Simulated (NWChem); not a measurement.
System: C₃H₅FSi; SMILES FC=C=C[SiH3]

```xyz
10

F     -0.5272     2.7192     0.2555
C      0.2055     1.8365    -0.4587
C      0.5129     0.6277    -0.0232
C      0.7956    -0.6052     0.3519
Si    -0.3293    -2.0741    -0.0329
H      0.5299     2.2304    -1.4374
H      1.7293    -0.7915     0.9222
H      0.4281    -3.0982    -0.8360
H     -1.5228    -1.5966    -0.8071
H     -0.7728    -2.7276     1.2486
```
Atoms are numbered in this order, from 1.

Results from NWChem. Pople sets run with spherical d functions. The geometry was optimised at PBE-D3(BJ)/def2-SVP. Level: PBE/6-31G* with SMD (1 M gas to 1 M solution), gas-phase geometry. Reactions with the solvent are ignored.

```json
[
 {"solvent": "water", "dielectric constant": "78.4", "solvation free energy (kcal/mol)": "2.5", "cavity-dispersion-structure term (kcal/mol)": "5.0", "dipole in solution (D)": "1.61"},
 {"solvent": "1-propanol", "dielectric constant": "20.5", "solvation free energy (kcal/mol)": "-1.2", "cavity-dispersion-structure term (kcal/mol)": "1.2", "dipole in solution (D)": "1.59"},
 {"solvent": "N,N-dimethylformamide", "dielectric constant": "37.2", "solvation free energy (kcal/mol)": "?", "cavity-dispersion-structure term (kcal/mol)": "?", "dipole in solution (D)": "1.61"},
 {"solvent": "toluene", "dielectric constant": "2.37", "solvation free energy (kcal/mol)": "-1.5", "cavity-dispersion-structure term (kcal/mol)": "-0.1", "dipole in solution (D)": "1.42"}
]
```

**Question.** Complete the blanks.

**Answer.** 
- N,N-dimethylformamide, solvation free energy (kcal/mol): -0.7
- N,N-dimethylformamide, cavity-dispersion-structure term (kcal/mol): 1.7
